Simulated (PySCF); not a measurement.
A calculated (LDA, PySCF 2.14, x2c-SVPall, the spin-free X2C one-electron Hamiltonian (Gaussian nucleus)) atom or ion has these occupied shells.

| shell | electrons | orbital energy (eV) | rms radius, mean of both spins (bohr) |
| --- | --- | --- | --- |
| 1s α | 1 | -17772.9 | 0.0427 |
| 1s β | 1 | -17772.9 | 0.0427 |
| 2s α | 1 | -2464.6 | 0.176 |
| 2s β | 1 | -2464.5 | 0.176 |
| 2p α | 3 | -2201.4 | 0.157 |
| 2p β | 3 | -2201.2 | 0.157 |
| 3s α | 1 | -403.65 | 0.491 |
| 3s β | 1 | -403.54 | 0.491 |
| 3p α | 3 | -317.61 | 0.500 |
| 3p β | 3 | -317.49 | 0.500 |
| 3d α | 5 | -175.68 | 0.498 |
| 3d β | 5 | -175.53 | 0.498 |
| 4s α | 1 | -55.003 | 1.29 |
| 4s β | 1 | -54.131 | 1.29 |
| 4p α | 3 | -33.012 | 1.47 |
| 4p β | 3 | -32.038 | 1.47 |
| 5s α | 1 | -4.828 | 3.98 |
| 4d α | 2 | -4.376 | 2.51 |
| 5s β | 1 | -4.258 | 3.98 |

Name the element and its charge.

Zr (zirconium, neutral), in [Kr] 4d2 5s2, high-spin 3F determinant.
